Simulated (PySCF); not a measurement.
H$_{11}$Si$_{6}$ (SMILES [SiH]1[SiH2][SiH2][SiH2][SiH2][SiH2]1), doublet, geometry from GFN2-xTB; DF-PBE/cc-pVDZ (PySCF).

Here is a job for PySCF.
```python
from pyscf import gto, scf, dft

mol = gto.M(
    atom='''
Si   -2.00928681    0.31082660    1.04009462
Si   -0.99917176    1.88841840   -0.30786964
Si    1.33189105    1.86714352   -0.19955031
Si    2.16544122   -0.29385339   -0.43750807
Si    0.52549777   -1.90244534   -0.79030876
Si   -1.22044177   -1.84448819    0.75266407
H    -1.87499552    0.71935075    2.45827646
H    -1.55553093    3.23387203   -0.11514543
H    -1.38026573    1.55425403   -1.69439246
H     1.70927656    2.39928772    1.12036694
H     1.97417437    2.80156719   -1.13565077
H     3.19097114   -0.33738215   -1.48875925
H     2.91262466   -0.65638541    0.77738508
H     1.09306438   -3.24634636   -0.95936981
H    -0.08846579   -1.63116720   -2.10228082
H    -0.77260544   -2.47247584    2.00725274
H    -2.32326312   -2.72299726    0.32701094
''',
    basis='cc-pvdz',
    spin=1,
    verbose=4,
)

mf = dft.UKS(mol)
mf.xc = 'pbe'
mf = mf.density_fit(auxbasis='def2-universal-jkfit')
mf.kernel()
```

What the program printed (banner, timings and long lists left out):

```
PySCF version 2.14.0

[INPUT] verbose = 4
[INPUT] num. atoms = 17
[INPUT] num. electrons = 95
[INPUT] charge = 0
[INPUT] spin (= nelec alpha-beta = 2S) = 1
[INPUT] symmetry False subgroup None
[INPUT] Mole.unit = angstrom
[INPUT] Symbol           X                Y                Z      unit          X                Y                Z       unit  Magmom
[INPUT]  1 Si    -2.009286810000   0.310826600000   1.040094620000 AA   -3.797001776601   0.587377146230   1.965493975434 Bohr   0.0
[INPUT]  2 Si    -0.999171760000   1.888418400000  -0.307869640000 AA   -1.888160977800   3.568593584589  -0.581789301668 Bohr   0.0
[INPUT]  3 Si     1.331891050000   1.867143520000  -0.199550310000 AA    2.516909312259   3.528389888056  -0.377095433972 Bohr   0.0
[INPUT]  4 Si     2.165441220000  -0.293853390000  -0.437508070000 AA    4.092090844644  -0.555302427875  -0.826770429587 Bohr   0.0
[INPUT]  5 Si     0.525497770000  -1.902445340000  -0.790308760000 AA    0.993046864370  -3.595100659555  -1.493467110245 Bohr   0.0
[INPUT]  6 Si    -1.220441770000  -1.844488190000   0.752664070000 AA   -2.306300696279  -3.485577519095   1.422328956100 Bohr   0.0
[INPUT]  7 H     -1.874995520000   0.719350750000   2.458276460000 AA   -3.543228017586   1.359375905000   4.645469247865 Bohr   0.0
[INPUT]  8 H     -1.555530930000   3.233872030000  -0.115145430000 AA   -2.939527435990   6.111132458591  -0.217593327195 Bohr   0.0
[INPUT]  9 H     -1.380265730000   1.554254030000  -1.694392460000 AA   -2.608324208823   2.937114444702  -3.201937696928 Bohr   0.0
[INPUT] 10 H      1.709276560000   2.399287720000   1.120366940000 AA    3.230064569539   4.533996684832   2.117186675617 Bohr   0.0
[INPUT] 11 H      1.974174370000   2.801567190000  -1.135650770000 AA    3.730648881436   5.294194708667  -2.146068928451 Bohr   0.0
[INPUT] 12 H      3.190971140000  -0.337382150000  -1.488759250000 AA    6.030061525991  -0.637559862817  -2.813347247913 Bohr   0.0
[INPUT] 13 H      2.912624660000  -0.656385410000   0.777385080000 AA    5.504062911054  -1.240388657060   1.469044894523 Bohr   0.0
[INPUT] 14 H      1.093064380000  -3.246346360000  -0.959369810000 AA    2.065592314718  -6.134705525879  -1.812946193076 Bohr   0.0
[INPUT] 15 H     -0.088465790000  -1.631167200000  -2.102280820000 AA   -0.167176114493  -3.082459271374  -3.972734986726 Bohr   0.0
[INPUT] 16 H     -0.772605440000  -2.472475840000   2.007252740000 AA   -1.460012683949  -4.672302187204   3.793157941383 Bohr   0.0
[INPUT] 17 H     -2.323263120000  -2.722997260000   0.327010940000 AA   -4.390331012103  -5.145719059341   0.617961116337 Bohr   0.0

nuclear repulsion = 663.818210696643
number of shells = 63
number of NR pGTOs = 323
number of NR cGTOs = 163
basis = cc-pvdz
ecp = {}

******** <class 'pyscf.df.df_jk.DFUKS'> ********
method = DFUKS
initial guess = minao
damping factor = 0
level_shift factor = 0
DIIS = <class 'pyscf.scf.diis.CDIIS'>
diis_start_cycle = 1
diis_space = 8
diis_damp = 0
SCF conv_tol = 1e-09
SCF conv_tol_grad = None
SCF max_cycles = 50
direct_scf = False
number electrons alpha = 48  beta = 47
XC library pyscf.dft.libxc version 7.1.2
    S. Lehtola, C. Steigemann, M. J. T. Oliveira, and M. A. L. Marques,  SoftwareX 7, 1–5 (2018)
XC functionals = pbe
    J. P. Perdew, K. Burke, and M. Ernzerhof,  Phys. Rev. Lett. 77, 3865 (1996)
    J. P. Perdew, K. Burke, and M. Ernzerhof,  Phys. Rev. Lett. 78, 1396 (1997)
    J. P. Perdew, K. Burke, and M. Ernzerhof,  Phys. Rev. Lett. 77, 3865 (1996)
    J. P. Perdew, K. Burke, and M. Ernzerhof,  Phys. Rev. Lett. 78, 1396 (1997)
radial grids:
    Treutler-Ahlrichs [JCP 102, 346 (1995); DOI:10.1063/1.469408] (M4) radial grids

becke partition: Becke, JCP 88, 2547 (1988); DOI:10.1063/1.454033
pruning grids: <function nwchem_prune>
grids dens level: 3
symmetrized grids: False
atomic radii adjust function: <function treutler_atomic_radii_adjust>
small_rho_cutoff = 0
Set gradient conv threshold to 3.16228e-05
tot grids = 222968
init E= -1742.67224729552

cycle= 1 E= -1742.5866223823  delta_E= 0.0856  |g|= 0.144  |ddm|= 2.25
cycle= 2 E= -1742.59387725542  delta_E= -0.00725  |g|= 0.105  |ddm|= 0.343
cycle= 3 E= -1742.60170123377  delta_E= -0.00782  |g|= 0.0557  |ddm|= 0.206
cycle= 4 E= -1742.60458699636  delta_E= -0.00289  |g|= 0.00741  |ddm|= 0.0836
cycle= 5 E= -1742.60463755353  delta_E= -5.06e-05  |g|= 0.00239  |ddm|= 0.0143
cycle= 6 E= -1742.60464252258  delta_E= -4.97e-06  |g|= 0.000923  |ddm|= 0.00432
cycle= 7 E= -1742.60464319886  delta_E= -6.76e-07  |g|= 0.000433  |ddm|= 0.00183
cycle= 8 E= -1742.60464337755  delta_E= -1.79e-07  |g|= 9.33e-05  |ddm|= 0.000713
cycle= 9 E= -1742.60464338547  delta_E= -7.92e-09  |g|= 3.25e-05  |ddm|= 0.00018
cycle= 10 E= -1742.60464338639  delta_E= -9.25e-10  |g|= 1.48e-05  |ddm|= 6.82e-05
Extra cycle  E= -1742.60464338612  delta_E= 2.78e-10  |g|= 2.3e-05  |ddm|= 5.81e-05
converged SCF energy = -1742.60464338612  <S^2> = 0.75347665  2S+1 = 2.0034736
```
